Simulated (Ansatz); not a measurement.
Relaxation of ClF$_{2}$HOZr (6 atoms, charge 0, multiplicity 1), to a largest force component of 0.02 eV/Å in at most 40 steps.

The calculation used Ansatz, RHF/def2-SVP.

```xyz
6
Properties=species:S:1:pos:R:3
Zr 0.000 0.000 0.000
Cl 0.000 0.000 2.520
F 1.867 0.000 -0.659
F -0.933 1.616 -0.659
O -0.975 -1.689 -0.689
H -1.430 -2.155 0.083
```

Question: Where does it end, and by what steps?

Answer: The run converged. After 8 steps the energy has fallen by 0.981 eV; H6 moved furthest, 0.61 Å.

```tsv
step	energy less start (eV)	largest force component (eV/Å)	accepted
0	0.0000	3.768	yes
1	-0.6387	1.858	yes
2	-0.8128	0.549	yes
3	-0.8609	0.582	yes
4	-0.8861	1.869	yes
5	-0.9779	0.138	yes
6	-0.9802	0.041	yes
7	-0.9807	0.020	yes
8	-0.9807	0.001	yes
```

```xyz
6
Properties=species:S:1:pos:R:3
Zr -0.014 0.007 0.131
Cl 0.166 0.273 2.497
F 1.724 -0.096 -0.638
F -0.910 1.511 -0.617
O -0.978 -1.569 -0.289
H -1.458 -2.354 -0.489
```

Whether the end is a true minimum wasn't checked by a vibrational analysis.

Run time: 12 s on 1 thread of AMD EPYC 9R45 96-Core Processor (Zen 5) (shared host), peak memory 0.2 GiB.
